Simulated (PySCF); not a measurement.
Stepwise substitution at one centre (Ga F-CH3). Isolated molecules, 0 K electronic values unless said otherwise. Strings in code marks are SMILES.

The HOMO from two functionals at the same geometries (B3LYP-D3(BJ)/def2-TZVP), both in PySCF: PBE-D3(BJ)/def2-TZVP and B3LYP-D3(BJ)/def2-TZVP. B3LYP has the VWN-RPA correlation part, as in Gaussian. 

| species | PBE-D3(BJ)/def2-TZVP (eV) |
|---|---|
| 0 of 3 F replaced by CH3 (`[F][Ga]([F])[F]`) | -9.65 |
| 1 of 3 F replaced by CH3 (`[CH3][Ga]([F])[F]`) | -8.10 |
| 2 of 3 F replaced by CH3 (`[CH3][Ga]([CH3])[F]`) | -6.70 |
| 3 of 3 F replaced by CH3 | -6.19 |

Task: What does B3LYP-D3(BJ)/def2-TZVP give for each?

Result: 
- 0 of 3 F replaced by CH3 (`[F][Ga]([F])[F]`): -11.46
- 1 of 3 F replaced by CH3 (`[CH3][Ga]([F])[F]`): -9.38
- 2 of 3 F replaced by CH3 (`[CH3][Ga]([CH3])[F]`): -7.78
- 3 of 3 F replaced by CH3: -7.18
Over these rows, drawn at random from the members with no instability flagged (it was tested for open shells, ions and some series alone), PBE minus B3LYP-D3(BJ): mean +1.29 eV, from +0.99 eV to +1.81 eV.
